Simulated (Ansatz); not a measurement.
Geometry optimisation, Ansatz, RKS PBE-D4/STO-3G.

The input (input.yaml):

```yaml
crystal:
  periodic: [false, false, false]
  atoms:
    - { symbol: F, position_ang: [-1.8798, 0.5781, 1.2554] }
    - { symbol: Si, position_ang: [-0.3526, 0.4489, 1.4336] }
    - { symbol: Cl, position_ang: [0.0355, 0.1679, 3.4025] }
    - { symbol: P, position_ang: [0.4211, -1.2878, 0.3006] }
    - { symbol: Si, position_ang: [-0.0241, -0.3259, -1.6477] }
    - { symbol: H, position_ang: [0.3553, 1.7013, 1.0075] }
    - { symbol: H, position_ang: [1.7599, -1.0433, 0.3981] }
    - { symbol: H, position_ang: [-1.4428, -0.1398, -1.8592] }
    - { symbol: H, position_ang: [0.6584, 1.0153, -1.6111] }
    - { symbol: H, position_ang: [0.5524, -1.1659, -2.6768] }
basis:
  gaussian: { orbitals: STO-3G }
hamiltonian:
  xc: pbe
  dispersion: d4
relax:
  f_tol: 0.02
  max_steps: 40
scf:
  lower_state_search: "off"
```

Command:

```bash
$ ansatz run input.yaml --threads 1 --pin off --max-ram 2048MiB --backend cpu --events-out ev --progress --plain --runs-dir out
```

Q: Where does it end, and by what steps?

A: It converged. Limits of this set-up: minimal basis. After 5 steps the energy has fallen by 0.626 eV; H9 moved furthest, 0.18 Å.

```tsv
step	energy less start (eV)	largest force component (eV/Å)	accepted
0	0.0000	4.658	yes
1	-0.4737	2.300	yes
2	-0.6010	1.109	yes
3	-0.6218	0.289	yes
4	-0.6242	0.144	yes
5	-0.6257	0.019	yes
```

```xyz
10
Properties=species:S:1:pos:R:3
F -1.954 0.678 1.317
Si -0.330 0.446 1.458
Cl 0.079 0.116 3.529
P 0.359 -1.342 0.291
Si 0.035 -0.352 -1.683
H 0.347 1.715 1.147
H 1.709 -0.897 0.372
H -1.393 -0.184 -1.904
H 0.663 0.960 -1.780
H 0.571 -1.191 -2.743
```

Whether the end is a true minimum wasn't checked by a vibrational analysis.

Run time: 8.6 s on 1 thread of Intel(R) Xeon(R) 6975P-C (Granite Rapids), on a shared host, peak memory 0.16 GiB.
